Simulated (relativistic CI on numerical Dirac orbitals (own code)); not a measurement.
**Radial parameters of Mo XXIII**

Calculated at this level of theory: Dirac-Coulomb-Breit CI, separate exchange-only KLI orbitals for each configuration, QED by a radiative potential, unscaled Slater integrals (own radial code, finite nucleus).

Slater integrals F^k, G^k are unscaled and averaged over j, outside the closed core [Ne]; ζ comes from projecting the Hamiltonian with its Breit term on Σ l·s of the shell.

- 3s2 3p6 3d2: F^2(3d,3d) = 289980, F^4(3d,3d) = 186710, ζ(3d) = 14172 cm⁻¹; <r>(3d) = 0.3498, <r^2>(3d) = 0.1426 (bohr units).
- 3s2 3p5 3d3: ζ(3p) = 116630, F^2(3d,3d) = 289200, F^4(3d,3d) = 186190, F^2(3p,3d) = 257430, G^1(3p,3d) = 283540, G^3(3p,3d) = 186740, ζ(3d) = 13926 cm⁻¹; <r>(3p) = 0.3867, <r^2>(3p) = 0.1725, <r>(3d) = 0.3506, <r^2>(3d) = 0.1433 (bohr units).
- 3s 3p6 3d3: F^2(3d,3d) = 288850, F^4(3d,3d) = 185960, G^2(3s,3d) = 213980, ζ(3d) = 14067 cm⁻¹; <r>(3s) = 0.3943, <r^2>(3s) = 0.177, <r>(3d) = 0.351, <r^2>(3d) = 0.1436 (bohr units).

**Question.** Give the Racah parameters of the d shell in 3s2 3p6 3d2.

**Answer.** B = F²/49 − 5F⁴/441 = 3801 cm⁻¹ and C = 35F⁴/441 = 14818 cm⁻¹.

Averages of the first 10 configurations, taken without configuration mixing, which lowers the lowest level and can move excited configurations by several eV; other configurations of the list can lie among them:

| Configuration | Parity | States | Average energy above the lowest level (eV) |
| --- | --- | --- | --- |
| 3s2 3p6 3d2 | even | 45 | 9.2 |
| 3s2 3p5 3d3 | odd | 720 | 151.1 |
| 3s 3p6 3d3 | even | 240 | 259.8 |
| 3s2 3p6 3d 4s | even | 20 | 414.7 |
| 3s2 3p6 3d 4p | odd | 60 | 452.6 |
| 3s2 3p6 3d 4d | even | 100 | 506.6 |
| 3s2 3p6 3d 4f | odd | 140 | 553.5 |
| 3s2 3p5 3d2 4s | odd | 540 | 552.0 |
| 3s2 3p5 3d2 4p | even | 1620 | 590.0 |
| 3s2 3p6 4s2 | even | 1 | 840.9 |
